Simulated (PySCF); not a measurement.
F⁺ (fluorine, charge +1) across methods

[He] 2s1 2p5, 2s spin antiparallel (an excited configuration). Computed with PySCF 2.14 in aug-cc-pVDZ (4s3p2d, 23 functions), with the non-relativistic Hamiltonian (point nucleus).

| method | E (hartree) | mean ε 2s β (eV) | mean ε 2p β (eV) | mean ε 2p α (eV) | Σ⟨r²⟩ (bohr²) | ⟨S²⟩ |
| --- | --- | --- | --- | --- | --- | --- |
| PBE0 | -98.1684 | -51.104 | -31.307 | -30.587 | 7.530 | 1.000 |
| BLYP | -98.3043 | -47.377 | -28.504 | -28.448 | 7.557 | 1.000 |
| TPSS | -98.2890 | -48.161 | -28.760 | -28.537 | 7.514 | 1.000 |
| PBE | -98.2074 | -47.482 | -28.476 | -28.487 | 7.550 | 1.000 |
| UHF | -97.80338 | -60.952 | -38.968 | -35.727 | 7.552 | 1.002 |
| r2SCAN | -98.1971 | -48.877 | -29.335 | -29.036 | 7.512 | 1.000 |
| BP86 | -98.2953 | -47.612 | -28.597 | -28.616 | 7.535 | 1.000 |
| LDA | -97.6525 | -47.301 | -28.438 | -28.656 | 7.576 | 1.000 |

Task: Estimate the same row for LC-wPBE.

Result: E (hartree) = -98.2304; mean ε 2s β (eV) = -53.311; mean ε 2p β (eV) = -33.940; mean ε 2p α (eV) = -33.691; Σ⟨r²⟩ (bohr²) = 7.526; ⟨S²⟩ = 1.000.

With the s spin flipped the determinant is a mixture of two multiplicities, not a spectroscopic state.
